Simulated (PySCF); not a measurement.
FH3O2SSi. Atoms are numbered in the order given.

```xyz
8

O      0.1292    -0.2293     1.8078
Si     0.1397    -0.2845     0.1591
O      1.6818    -0.6223    -0.2911
F     -0.8742    -1.4478    -0.3523
S     -0.5401     1.5075    -0.7635
H     -0.6974     0.0332     2.2364
H      2.1884    -1.1694     0.3273
H     -1.4257     0.8412    -1.5375
```
Charge 0, spin multiplicity 1.

Geometry: TPSSh-D3(BJ)/def2-SVP. Other conformers were not sampled.

Level of theory: TPSSh-D3(BJ)/def2-SVP (PySCF 2.14.0).

Frequencies are harmonic and unscaled.

Computed harmonic wavenumbers and intensities:
```
mode  ν (cm⁻¹)  IR (km/mol)  Raman (Å⁴/amu)  depolarisation   moving atoms (share of kinetic energy)
----  --------  -----------  --------------  --------------  ---------------------------------------
1           73         40.0             5.8            0.75                           H 80 %, O 10 %
2          155         66.4             1.9            0.73           H 40 %, O 35 %, S 12 %, F 10 %
3          191          7.3             1.6            0.75           H 37 %, F 25 %, O 24 %, S 12 %
4          244         13.2             1.2            0.70           H 55 %, F 18 %, Si 11 %, S 9 %
5          287         70.2             3.8            0.75                  H 54 %, O 25 %, Si 10 %
6          318         36.5             3.7            0.55  O 30 %, F 26 %, S 22 %, Si 12 %, H 11 %
7          331         76.7             0.5            0.73          O 49 %, F 21 %, H 14 %, Si 10 %
8          342         32.6             1.7            0.65           O 45 %, H 30 %, F 12 %, Si 9 %
9          527         86.9             8.0            0.07           Si 37 %, S 33 %, O 14 %, H 9 %
10         725         13.5             7.3            0.69                           H 84 %, F 10 %
11         782        152.3             4.4            0.15                           H 50 %, O 39 %
12         804        176.1             1.9            0.55                           H 69 %, O 29 %
13         860        207.3             2.7            0.31          H 36 %, Si 29 %, F 22 %, O 12 %
14         960        158.3             1.2            0.35                  Si 48 %, O 30 %, F 14 %
15         989        158.4             2.2            0.39                  Si 47 %, O 35 %, H 13 %
16        2697          1.0           118.6            0.30                                   H 97 %
17        3825        103.3           139.1            0.31                                   H 94 %
18        3841         99.9            86.2            0.27                                   H 94 %
```
